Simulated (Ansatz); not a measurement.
`O[SiH2][SiH](O)O` and `O[SiH](O)[SiH2]Cl` differ in one atom or group.

Ansatz, PBE0-D4/def2-TZVP geometries, multiplicity 1. Each molecule was computed in one conformer, which needn't be the lowest.

```csv
property,`O[SiH2][SiH](O)O`
HOMO–LUMO gap (ωB97M-V/def2-TZVPP) / eV,11.04
HOMO–LUMO gap (B3LYP/def2-TZVPP) / eV,6.86
HOMO energy (B3LYP/def2-TZVPP) / eV,-7.53
HOMO energy (PBE/def2-TZVPP) / eV,-6.45
LUMO energy (B3LYP/def2-TZVPP) / eV,-0.67
HOMO–LUMO gap (PBE/def2-TZVPP) / eV,5.14
```

**Question.** What does the change do to each property? (Estimate.)

**Answer.** The calculation gave: 
| property | `O[SiH](O)[SiH2]Cl` | shift |
| --- | --- | --- |
| HOMO–LUMO gap (ωB97M-V/def2-TZVPP) / eV | 11.03 | -0.01 |
| HOMO–LUMO gap (B3LYP/def2-TZVPP) / eV | 6.81 | -0.05 |
| HOMO energy (B3LYP/def2-TZVPP) / eV | -7.77 | -0.24 |
| HOMO energy (PBE/def2-TZVPP) / eV | -6.74 | -0.29 |
| LUMO energy (B3LYP/def2-TZVPP) / eV | -0.96 | -0.29 |
| HOMO–LUMO gap (PBE/def2-TZVPP) / eV | 5.11 | -0.03 |

With PBE0 the HOMO falls by 0.26 eV and the LUMO falls by 0.33 eV, so the gap narrows by about 0.07 eV. PBE moves the HOMO by -0.29 eV and ωB97M-V by -0.22 eV.

Positive LUMOs are unbound, so they and the gaps depend on the basis.

B3LYP here is the variant with VWN-RPA as its local correlation; programs differ in this.
